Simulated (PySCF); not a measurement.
C7H8, SMILES C1C2C3C2C2C1C23. Heavy atoms are numbered as in [CH2:1]1[CH:2]2[CH:3]3[CH:4]2[CH:5]2[CH:6]3[CH:7]12. Hydrogens are named by the atom that carries them.

The structure is a stationary point at r2SCAN-D4/def2-SVP. One conformer was computed; it need not be the lowest.

The numbers are results of PBE/pcSseg-1 (PySCF), not measurements.

GIAO shieldings, no solvent; atoms alike by connectivity are averaged. δ = σ(ref) − σ: ¹³C against TMS (σ = 182.0 ppm); ¹H against TMS (σ = 31.49 ppm), references at their B3LYP-D3(BJ)/def2-TZVP geometries, non-relativistic.

Q: Estimate the chemical shifts. (Estimate from the structure and the level; the computed values follow.)

A: 
| nucleus | atoms | count | δ (ppm) |
|---|---|---|---|
| ¹³C | C1 (CH2) | 1 | 39.0 |
| ¹³C | C2 (CH) | 2 | 29.0 |
| ¹³C | C3 (CH) | 4 | 21.0 |
| ¹H | H on C1 | 2 | 2.38 |
| ¹H | H on C3 | 4 | 1.72 |
| ¹H | H on C2 | 2 | 1.50 |
